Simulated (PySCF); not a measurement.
Simulation results for B2FHN

Calculation on a computer-drawn molecule: the log of a Hartree-Fock and frozen-core CCSD(T) single point meant for a local Hartree-Fock minimum, with one planted fault or none, to be diagnosed. Offsets are logged minus clean, where the clean run is the same molecule without the fault. The reference is restricted for singlets and unrestricted otherwise, and also for a bond in bohr or an excited solution. Adding or removing an electron swaps singlet and doublet. The excited solution moves the top pair (singlet) or top alpha electron (doublet) to the lowest empty orbital. Highest occupied and lowest empty are orbital energies over both spins, largest force is the largest gradient component, triples share is (T) over the correlation energy, the T1 limit is 0.02 restricted and 0.045 unrestricted, electrons count all cores, a negative frequency is imaginary (commonest isotopes), and the dipole is about the centre of nuclear charge. Program: PySCF 2.14.0.

Entry: B2FHN

Logged structure:
```xyz
5
B2FHN
B     -2.0777    -1.0780    -2.5612
N     -1.6453    -0.8498    -1.4133
B     -1.2111    -0.6205    -0.2600
F     -0.7921    -0.3993     0.8529
H     -2.4722    -1.2863    -3.6082
```

- meant charge: 1
- meant multiplicity: 1
- meant basis: cc-pVDZ
- logged electrons: 26
- logged basis functions: 61
- logged SCF converged: yes
- logged spin squared: 0
- logged highest occupied: -20.468 eV
- logged lowest empty: -3.7776 eV
- logged largest force: 0.043064 hartree/bohr
- logged T1 diagnostic: 0.015649
- logged D1 diagnostic: 0.033237
- logged triples share: 0.028925
- logged CC converged: yes
- logged dipole magnitude: 3.9547 debye
- logged SCF stable within its kind: yes
- logged energy HF: -203.66299 hartree
- logged energy CCSD(T): -204.15219 hartree
- possible faults: no fault, one electron removed, one electron added, multiplicity raised by two, geometry at a saddle point, SCF held on an excited solution, minimal basis STO-3G, one bond length entered in bohr, all coordinates scaled

Drawn bonds:
```tsv
atom	other atom	order
1	2	1
2	3	2
3	4	1
1	5	1
```

Questions
1. Which fault was planted in the run of B2FHN?

## Answers
1. all coordinates scaled, by -2.6 %

Further results for B2FHN:

- HF energy offset from clean run: 3.339 kcal/mol
- CCSD(T) energy offset from clean run: 6.68 kcal/mol
